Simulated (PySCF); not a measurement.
# Basis-set dependence of population analyses: `BO[C@@H](F)CC`

Compound: C3H8BFO.
Z-matrix (Å and degrees, PBE0-D3(BJ)/def2-SVP geometry), rows numbered from 1:
```
B 
O   1  1.3462
C   2  1.3952  1  122.93
F   3  1.3613  2  107.35  1   110.69
C   3  1.5093  2  110.40  1  -130.02
C   5  1.5184  3  113.45  2    63.64
H   1  1.2065  2  116.98  3  -179.70
H   1  1.2131  2  119.83  3     1.06
H   3  1.1068  2  109.46  1    -5.94
H   5  1.1014  3  107.03  2  -173.66
H   5  1.1020  3  106.99  2   -59.23
H   6  1.1019  5  111.63  3    59.94
H   6  1.1002  5  111.21  3   -60.61
H   6  1.0993  5  110.89  3   179.74
```

PBE0 throughout (PySCF), one geometry, spherical d and f functions. Isolated species at its PBE0-D3(BJ)/def2-SVP geometry (one conformer only). Atoms taken as equivalent share a column and are averaged. The first 7 of 11 kinds of atom are listed.

Mulliken charges (e):

```json
{"basis": "STO-3G", "functions": "38", "B1": "+0.169", "O2": "-0.232", "C3": "+0.159", "F4": "-0.103", "C5": "-0.159", "C6": "-0.234", "H7/H8": "-0.058"}
{"basis": "6-31G", "functions": "70", "B1": "+0.318", "O2": "-0.493", "C3": "+0.372", "F4": "-0.320", "C5": "-0.350", "C6": "-0.515", "H7/H8": "-0.047"}
{"basis": "pcSseg-0", "functions": "70", "B1": "+0.293", "O2": "-0.626", "C3": "+0.460", "F4": "-0.364", "C5": "-0.569", "C6": "-0.668", "H7/H8": "-0.011"}
{"basis": "6-31G*", "functions": "100", "B1": "+0.173", "O2": "-0.366", "C3": "+0.446", "F4": "-0.331", "C5": "-0.391", "C6": "-0.549", "H7/H8": "-0.034"}
{"basis": "cc-pVDZ", "functions": "124", "B1": "+0.076", "O2": "-0.141", "C3": "+0.330", "F4": "-0.215", "C5": "-0.103", "C6": "-0.110", "H7/H8": "-0.063"}
{"basis": "def2-SVP", "functions": "124", "B1": "+0.113", "O2": "-0.205", "C3": "+0.367", "F4": "-0.240", "C5": "-0.103", "C6": "-0.113", "H7/H8": "-0.060"}
{"basis": "6-311+G(2d,p)", "functions": "210", "B1": "+0.136", "O2": "-0.209", "C3": "+0.164", "F4": "-0.282", "C5": "-0.156", "C6": "-0.550", "H7/H8": "-0.006"}
{"basis": "aug-cc-pVDZ", "functions": "210", "B1": "-0.986", "O2": "-0.620", "C3": "+1.470", "F4": "-0.499", "C5": "+0.289", "C6": "+0.447", "H7/H8": "+0.560"}
{"basis": "def2-TZVP", "functions": "234", "B1": "+0.051", "O2": "-0.213", "C3": "+0.236", "F4": "-0.200", "C5": "-0.155", "C6": "-0.402", "H7/H8": "+0.001"}
{"basis": "IGLO-III", "functions": "290", "B1": "+0.333", "O2": "-0.341", "C3": "+0.238", "F4": "-0.236", "C5": "-0.191", "C6": "-0.392", "H7/H8": "-0.073"}
{"basis": "cc-pVTZ", "functions": "292", "B1": "+0.024", "O2": "-0.180", "C3": "+0.334", "F4": "-0.196", "C5": "-0.183", "C6": "-0.320", "H7/H8": "-0.017"}
{"basis": "pcSseg-2", "functions": "328", "B1": "+0.384", "O2": "-0.459", "C3": "+0.480", "F4": "-0.283", "C5": "-0.041", "C6": "-0.100", "H7/H8": "-0.083"}
```

IAO charges (e):

```json
{"basis": "STO-3G", "functions": "38", "B1": "+0.089", "O2": "-0.238", "C3": "+0.171", "F4": "-0.128", "C5": "-0.284", "C6": "-0.392", "H7/H8": "-0.016"}
{"basis": "6-31G", "functions": "70", "B1": "+0.123", "O2": "-0.337", "C3": "+0.325", "F4": "-0.292", "C5": "-0.283", "C6": "-0.436", "H7/H8": "+0.001"}
{"basis": "pcSseg-0", "functions": "70", "B1": "+0.118", "O2": "-0.330", "C3": "+0.331", "F4": "-0.281", "C5": "-0.296", "C6": "-0.428", "H7/H8": "-0.004"}
{"basis": "6-31G*", "functions": "100", "B1": "+0.158", "O2": "-0.356", "C3": "+0.376", "F4": "-0.304", "C5": "-0.276", "C6": "-0.416", "H7/H8": "-0.013"}
{"basis": "cc-pVDZ", "functions": "124", "B1": "+0.138", "O2": "-0.346", "C3": "+0.375", "F4": "-0.305", "C5": "-0.274", "C6": "-0.415", "H7/H8": "-0.008"}
{"basis": "def2-SVP", "functions": "124", "B1": "+0.147", "O2": "-0.345", "C3": "+0.377", "F4": "-0.306", "C5": "-0.270", "C6": "-0.405", "H7/H8": "-0.012"}
{"basis": "6-311+G(2d,p)", "functions": "210", "B1": "+0.149", "O2": "-0.356", "C3": "+0.376", "F4": "-0.319", "C5": "-0.280", "C6": "-0.427", "H7/H8": "-0.008"}
{"basis": "aug-cc-pVDZ", "functions": "210", "B1": "+0.143", "O2": "-0.352", "C3": "+0.377", "F4": "-0.319", "C5": "-0.278", "C6": "-0.425", "H7/H8": "-0.006"}
{"basis": "def2-TZVP", "functions": "234", "B1": "+0.152", "O2": "-0.358", "C3": "+0.382", "F4": "-0.319", "C5": "-0.281", "C6": "-0.427", "H7/H8": "-0.008"}
{"basis": "IGLO-III", "functions": "290", "B1": "+0.150", "O2": "-0.357", "C3": "+0.378", "F4": "-0.320", "C5": "-0.281", "C6": "-0.428", "H7/H8": "-0.008"}
{"basis": "cc-pVTZ", "functions": "292", "B1": "+0.150", "O2": "-0.357", "C3": "+0.381", "F4": "-0.317", "C5": "-0.282", "C6": "-0.428", "H7/H8": "-0.009"}
{"basis": "pcSseg-2", "functions": "328", "B1": "+0.153", "O2": "-0.358", "C3": "+0.381", "F4": "-0.320", "C5": "-0.281", "C6": "-0.427", "H7/H8": "-0.009"}
```

Hirshfeld charges (e):

| basis | functions | B1 | O2 | C3 | F4 | C5 | C6 | H7/H8 |
| --- | --- | --- | --- | --- | --- | --- | --- | --- |
| STO-3G | 38 | +0.128 | -0.112 | +0.171 | -0.073 | -0.020 | -0.039 | -0.079 |
| 6-31G | 70 | +0.160 | -0.152 | +0.149 | -0.122 | -0.062 | -0.099 | -0.057 |
| pcSseg-0 | 70 | +0.163 | -0.138 | +0.150 | -0.112 | -0.063 | -0.101 | -0.064 |
| 6-31G* | 100 | +0.163 | -0.144 | +0.143 | -0.112 | -0.065 | -0.099 | -0.060 |
| cc-pVDZ | 124 | +0.160 | -0.130 | +0.136 | -0.101 | -0.076 | -0.108 | -0.062 |
| def2-SVP | 124 | +0.165 | -0.135 | +0.141 | -0.106 | -0.077 | -0.111 | -0.063 |
| 6-311+G(2d,p) | 210 | +0.181 | -0.158 | +0.130 | -0.115 | -0.085 | -0.112 | -0.058 |
| aug-cc-pVDZ | 210 | +0.174 | -0.152 | +0.130 | -0.111 | -0.089 | -0.120 | -0.056 |
| def2-TZVP | 234 | +0.176 | -0.152 | +0.130 | -0.111 | -0.084 | -0.116 | -0.058 |
| IGLO-III | 290 | +0.176 | -0.154 | +0.129 | -0.111 | -0.088 | -0.120 | -0.056 |
| cc-pVTZ | 292 | +0.173 | -0.147 | +0.132 | -0.107 | -0.084 | -0.117 | -0.059 |
| pcSseg-2 | 328 | +0.177 | -0.154 | +0.129 | -0.111 | -0.087 | -0.120 | -0.057 |

ESP-fitted charges (e):

```
        basis  functions      B1      O2      C3      F4      C5      C6   H7/H8
       STO-3G         38  +0.289  -0.199  +0.215  -0.115  -0.172  -0.322  -0.133
        6-31G         70  +0.504  -0.433  +0.439  -0.273  -0.213  -0.270  -0.154
     pcSseg-0         70  +0.529  -0.451  +0.505  -0.295  -0.186  -0.356  -0.167
       6-31G*        100  +0.406  -0.304  +0.274  -0.205  -0.107  -0.296  -0.138
      cc-pVDZ        124  +0.375  -0.305  +0.328  -0.225  -0.120  -0.249  -0.127
     def2-SVP        124  +0.404  -0.321  +0.334  -0.232  -0.138  -0.236  -0.136
6-311+G(2d,p)        210  +0.411  -0.320  +0.298  -0.247  -0.121  -0.308  -0.133
  aug-cc-pVDZ        210  +0.409  -0.316  +0.310  -0.246  -0.132  -0.287  -0.134
    def2-TZVP        234  +0.413  -0.310  +0.283  -0.235  -0.113  -0.294  -0.136
     IGLO-III        290  +0.413  -0.312  +0.284  -0.238  -0.126  -0.285  -0.135
      cc-pVTZ        292  +0.408  -0.306  +0.279  -0.226  -0.112  -0.285  -0.136
     pcSseg-2        328  +0.429  -0.328  +0.323  -0.250  -0.143  -0.292  -0.140
```

Some averages cover members that differ in this geometry, most widely: H7/H8, Mulliken in aug-cc-pVDZ +0.406 to +0.715; H7/H8, Mulliken in pcSseg-0 -0.030 to +0.009; H7/H8, Mulliken in cc-pVDZ -0.079 to -0.048; H7/H8, IAO in 6-31G -0.014 to +0.015 e.

Question: Which scheme is steadiest as the basis changes?

Answer: Largest range over the bases for any column: Hirshfeld 0.08 e, IAO 0.21 e, ESP-fitted 0.29 e, Mulliken 1.37 e. Hirshfeld charges move least and Mulliken charges most, counted in e. Without the minimal STO-3G basis the ranges are Hirshfeld 0.03, IAO 0.06, ESP-fitted 0.23, Mulliken 1.37 e.

Question: How much do the charges still move between the two largest bases, cc-pVTZ and pcSseg-2?

Answer: At most, over all atoms: Mulliken 0.360 e, IAO 0.003 e, Hirshfeld 0.007 e, ESP-fitted 0.044 e.

Question: What do the same runs give for the total energy, the frontier levels and the dipole moment?

Answer: 
```tsv
basis	energy (Eh)	HOMO (eV)	LUMO (eV)	μ (D)
STO-3G	-314.5592	-5.73	3.17	1.85
6-31G	-318.6306	-8.76	-0.37	2.30
pcSseg-0	-317.9890	-8.89	-0.56	2.34
6-31G*	-318.7172	-8.71	-0.15	1.89
cc-pVDZ	-318.7384	-8.76	-0.44	1.92
def2-SVP	-318.4881	-8.83	-0.49	2.01
6-311+G(2d,p)	-318.8228	-8.94	-0.77	2.10
aug-cc-pVDZ	-318.7613	-8.90	-0.77	2.06
def2-TZVP	-318.8514	-8.90	-0.67	2.01
IGLO-III	-318.8589	-8.92	-0.74	2.05
cc-pVTZ	-318.8402	-8.88	-0.61	1.97
pcSseg-2	-318.8521	-8.92	-0.73	2.07
```

The dipole is fixed by the density alone, so its range of 0.49 D shows that the density itself changes with the basis, not only its division among atoms.
